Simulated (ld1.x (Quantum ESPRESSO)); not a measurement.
The numbers below are computed, except where a source is named.
**Potentials for Au (Z = 79) compared**

Generated with ld1.x 7.5 (TM, RRKJ, ultrasoft, PAW), atompaw 4.2 or ONCVPSP 4.0.1. The cutoff is in Ry: for ld1.x and atompaw files where the sum of valence levels is converged to 10 mRy in a Bessel basis, for ONCV files where the hardest occupied wave has 1 mHa per electron of residual kinetic energy. The error is the largest all-electron minus pseudo excitation energy over each file’s own four to seven test configurations (ionisations up to +4, promotions, holes and added fractions of an electron), all of which were solved. The labels leave out finer settings (local radius, basis sizes, second energies), which also bear on the numbers. Spin-polarised tests are not counted. The rows are a selection from randomly drawn settings: files with unsolved tests, undetermined cutoffs or missed reference levels are left out.

A true bound ghost makes a file unfit for plane-wave use even where its test errors are small: the radial tests pick states by their node count and pass the ghost by.

| potential | cutoff (Ry) | largest error (meV) | bound ghosts |
| --- | --- | --- | --- |
| TM semilocal, LDA (PZ), scalar-relativistic, rc 1.95/2.15/1.80 (spd), local d, core correction yes, reference 5d10 6s0 6p0 | 45 | -188 | none |
| ultrasoft, PBE, scalar-relativistic, rc 2.45/2.50/1.65 (spd), local smoothed, core correction yes, reference 5d10 6s0.5 6p0 | 40 | -188 | none |
| TM, LDA (PZ), scalar-relativistic, rc 1.75/3.70/2.40 (spd), local s, core correction no, reference 5d10 6s1 6p0 | 40 | -448 | none |

Task: Fill in the row for Au: TM, PBE, scalar-relativistic, rc 1.85/1.50/1.85 (spd), local smoothed, core correction yes, reference 5p6 5d10 6s1 6p0.

Result: cutoff 60 Ry, largest error -144 meV, bound ghosts: s.

Task: Fill in the row for Au: TM, LDA (PZ), non-relativistic, rc 1.80/2.75/1.50 (spd), local s, core correction no, reference 5d8 6s0 6p0.

Result: cutoff 45 Ry, largest error -350 meV, bound ghosts: none.

Task: Fill in the row for Au: RRKJ, PBE, scalar-relativistic, rc 2.40/3.55/1.60 (spd), local s, core correction yes, reference 5d10 6s1 6p0.

Result: cutoff 40 Ry, largest error -1032 meV, bound ghosts: none.
